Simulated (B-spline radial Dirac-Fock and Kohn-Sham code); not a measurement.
## Rh²⁺ 4d5/2: cross section and angular parameters

System: rhodium as Rh²⁺, [Kr] 4d7; threshold 30.79 eV (orbital energy of the model). These are calculated numbers from a radial finite-basis atomic code; the model is Dirac-Hartree-Slater photoionisation with a Latter tail; cross sections with all multipoles, angular parameters from the dipole term and its interference with E2.

Input file task.json (cfg lists n, l and occupation; rrms is the nuclear radius in fm):

```json
{"items": [{
  "Z": 45,
  "q": 2,
  "cfg": [[1, 0, 2], [2, 0, 2], [2, 1, 6], [3, 0, 2], [3, 1, 6], [3, 2, 10], [4, 0, 2], [4, 1, 6], [4, 2, 7]],
  "A": 103,
  "rrms": 4.4945,
  "do": "xps",
  "hv": [80, 100, 150, 158.0, 184.0, 200, 261.0, 299.0, 330.0, 450.0, 464.0, 473.0, 572.0, 653.0, 672.0, 800, 1000.0, 1600.0, 2250.0, 2984.4, 3750.0, 4890.0, 5490.0, 6000, 8470.0, 9251.7, 9880.0, 9960.0, 13200.0, 14100.0]
}]}
```

Launch: `python xray2_run.py task.json out`

For linearly polarised light dσ/dΩ = σ/(4π) [1 + β P₂(cos θ) + (δ + γ cos²θ) sin θ cos φ], with θ from the polarisation vector and φ the angle between the beam and the projection of the electron momentum on the plane normal to the polarisation.

| hν (eV) | σ (kb) | β | γ | δ |
| --- | --- | --- | --- | --- |
| 80 | 563 | 1.951 | -0.043 | 0.004 |
| 100 | 120 | 0.676 | 0.122 | -0.012 |
| 150 | 230 | -0.070 | 0.107 | -0.021 |
| 158 | 245 | 0.070 | 0.090 | -0.019 |
| 184 | 270 | 0.393 | 0.049 | -0.015 |
| 200 | 273 | 0.530 | 0.031 | -0.013 |
| 261 | 243 | 0.852 | -0.009 | -0.005 |
| 299 | 213 | 0.971 | -0.020 | -0.001 |
| 330 | 189 | 1.042 | -0.024 | 0.002 |
| 450 | 117 | 1.201 | -0.012 | 0.011 |
| 464 | 111 | 1.213 | -0.009 | 0.011 |
| 473 | 107 | 1.220 | -0.007 | 0.012 |
| 572 | 73.9 | 1.273 | 0.022 | 0.018 |
| 653 | 55.8 | 1.297 | 0.051 | 0.022 |
| 672 | 52.4 | 1.301 | 0.058 | 0.022 |
| 800 | 35.2 | 1.314 | 0.108 | 0.028 |
| 1000 | 20.4 | 1.309 | 0.189 | 0.036 |
| 1600 | 5.72 | 1.235 | 0.409 | 0.058 |
| 2250 | 2.07 | 1.141 | 0.600 | 0.083 |
| 2984.4 | ? | ? | ? | ? |
| 3750 | 0.392 | 0.964 | 0.912 | 0.142 |
| 4890 | 0.155 | 0.863 | 1.070 | 0.187 |
| 5490 | 0.102 | 0.819 | 1.135 | 0.210 |
| 6000 | 0.0740 | 0.786 | 1.184 | 0.230 |
| 8470 | 0.0203 | 0.660 | 1.357 | 0.319 |
| 9251.7 | 0.0145 | 0.629 | 1.399 | 0.346 |
| 9880 | 0.0112 | 0.607 | 1.429 | 0.367 |
| 9960 | 0.0109 | 0.604 | 1.433 | 0.370 |
| 13200 | 0.00356 | 0.509 | 1.551 | 0.473 |
| 14100 | 0.00273 | 0.488 | 1.574 | 0.501 |

Task: Give the values at Ag Lα (2984.4 eV).

Result: σ = 0.841 kb, β = 1.047, γ = 0.772, δ = 0.112.
